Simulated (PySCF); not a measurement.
## Does the structure fit the spectrum?

A compound C6H8FNO gives the data below (simulated from a calculation) and was assigned the structure `C=C(C)/C(F)=C/C(N)=O`.

¹³C{¹H} NMR (computed): δ 180.3 (CH), 172.9 (C), 95.2 (C), 50.2 (CH2), 31.4 (CH3), 24.4 (CH2).

¹H NMR (300 MHz, computed): δ 9.91 (m, 1H), 3.43 (m, 2H), 2.95 (m, 2H), 2.89 (s, 3H).

No relativistic terms, a single conformation, averaged over atoms made equivalent by symmetry, fast rotation or ring inversion, gas phase. Shielding tensors at PBE0/pcSseg-1 (GIAO); geometry: GFN2-xTB; PySCF 2.14.0 with density-fitted response routines.

References, each an isolated molecule treated in the same way: ¹H (σref 31.72), ¹³C (σref 186.93) vs TMS.

Question: Compare with the shifts computed for the proposed structure, pairing carbons in order of shift.

Answer: Mapped SMILES: `[CH2:1]=[C:2]([CH3:3])/[C:4]([F:5])=[CH:6]/[C:7]([NH2:8])=[O:9]`. Each H is labelled by its parent atom.

```csv
atom,computed for proposal,given list,difference
C4,171.6,180.3,-8.7
C7,164.6,172.9,-8.3
C2,143.3,95.2,+48.1
C1,127.1,50.2,+76.9
C6,110.3,31.4,+78.9
C3,21.4,24.4,-3.0
```

The rms difference is 49.4 ppm and the largest +78.9 ppm at C6 (α carbon of a C=C–C=O unit). The carbon types in order of shift don't match either: C, C, C, CH2, CH, CH3 for the proposal against CH, C, C, CH2, CH3, CH2 in the data. The proposal doesn't fit.

Question: Which isomer fits?

Answer: `CN1CCC(C=O)=C1F`.

Carbon types of the structure: 2 × C, 1 × CH, 2 × CH2, 1 × CH3, which accounts for all hydrogens. δC 180.3: aldehyde carbonyl carbon; low-lying n→π* states of the double bond to the heteroatom give a large paramagnetic term (-233 ppm). δC 172.9: alkene carbon bearing nitrogen; an sp2 carbon further deshielded by the attached heteroatom. δC 95.2: β carbon of an enol-ether or enamine type C=C; the O or N lone pair pushes π density onto this β carbon and shields it. δH 9.91: hydrogen on an aldehyde carbonyl carbon; deshielded by the polar, anisotropic C=O bond.

This is the structure that produced the data.

Splittings by ¹⁹F in the carbon and heteronuclear signals aren't shown, as no couplings were computed. Shifts are as computed. Against solution values, carbons near 30 ppm lie about +3 ppm off and those near 130 ppm about +5 ppm. Of 1211 compounds with measured shifts, 218 miss one by over three times the rms of a fit or turn the order of signals round; such compounds aren't used in these exercises. No couplings were computed; multiplicities are counted from neighbouring protons, with m where these are inequivalent, close in shift, in a saturated or five-membered ring or joined by F or P, and br s for small geminal =CH2 splittings.
